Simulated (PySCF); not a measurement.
Several molecules and their computed UV-vis stick spectra, shuffled. Level of theory: TDDFT PBE0/def2-SVPD, vertical, gas phase, core orbitals frozen in the response (PySCF). Geometries: GFN2-xTB; one conformer of each isolated species. Triplets are in the Tamm–Dancoff approximation.

A. `F[C@H]1OC[C@H](Cl)CO1`
B. `C(C#CC(C)C)(O)=O`
C. `C=CCOC(=O)C=C`
D. `Cl/C=C1\C=CC=C1OC`
E. `C=CC[SiH]1OCCO1`

Lowest singlet levels (six at most, fewer where fewer were computed) with oscillator strengths:

1. 190 nm (f 0.168); 181 nm (f 0.005); 176 nm (f 0.024); 176 nm (f 0.004); 173 nm (f 0.087); 171 nm (f 0.006); T1 4.30 eV
2. 255 nm (f 0.000); 214 nm (f 0.032); 193 nm (f 0.273); 185 nm (f 0.260); 173 nm (f 0.151); 170 nm (f 0.001); T1 3.86 eV
3. 172 nm (f 0.001); 168 nm (f 0.001); 162 nm (f 0.021); 154 nm (f 0.022); 152 nm (f 0.000); 148 nm (f 0.000); T1 6.55 eV
4. 259 nm (f 0.000); 219 nm (f 0.000); 209 nm (f 0.161); 176 nm (f 0.001); 171 nm (f 0.030); 167 nm (f 0.007); T1 4.37 eV
5. 441 nm (f 0.021); 249 nm (f 0.443); 220 nm (f 0.005); 217 nm (f 0.001); 217 nm (f 0.000); 203 nm (f 0.003); T1 1.88 eV

Question: Match each spectrum to its molecule.

Answer: 1 = E, 2 = C, 3 = A, 4 = B, 5 = D.
- A: S1 at 7.20 eV, HOMO→LUMO (70%), HOMO→LUMO+1 (22%); Löwdin shares by element: HOMO oxygen 38%, chlorine 32%, carbon 10% or more (atoms not listed hold the other 21%); LUMO chlorine 38%, carbon 25% or more, hydrogen 10% or more (atoms not listed hold the other 27%); HOMO -8.37 and LUMO 0.29 eV; point group Cs, 2 of its 6 listed states under f = 0.0005.
- B: S1 at 4.79 eV, HOMO→LUMO (97%); Löwdin shares by element: HOMO carbon 52% or more, oxygen 33%; LUMO carbon 58% or more, oxygen 21% or more (atoms not listed hold the other 21%); HOMO -7.93 and LUMO -1.22 eV.
- C: S1 at 4.86 eV, HOMO-1→LUMO (51%), HOMO→LUMO (38%); Löwdin shares by element: HOMO carbon 62% or more, oxygen 15% or more (atoms not listed hold the other 22%); LUMO carbon 68% or more, oxygen 13% or more (atoms not listed hold the other 19%); HOMO -7.87 and LUMO -1.45 eV.
- D: S1 at 2.81 eV, HOMO→LUMO (99%); Löwdin shares by element: HOMO carbon 59% or more, oxygen 14% (atoms not listed hold the other 26%); LUMO carbon 64% or more (atoms not listed hold the other 36%); HOMO -5.90 and LUMO -2.01 eV; point group Cs, 1 of its 6 listed states under f = 0.0005.
- E: S1 at 6.51 eV, HOMO→LUMO (81%), HOMO→LUMO+3 (10%); Löwdin shares by element: HOMO carbon 69% or more, silicon 7% (atoms not listed hold the other 24%); LUMO carbon 65% or more, silicon 9% (atoms not listed hold the other 26%); HOMO -7.16 and LUMO 0.11 eV.
B and C have S1 within 0.08 eV of each other; their strongest listed levels stand at 5.93 eV (f 0.161) and 6.43 eV (f 0.273).

Without π bonds the low states may be Rydberg-like; a valence basis with one diffuse set may place them up to an eV too high.
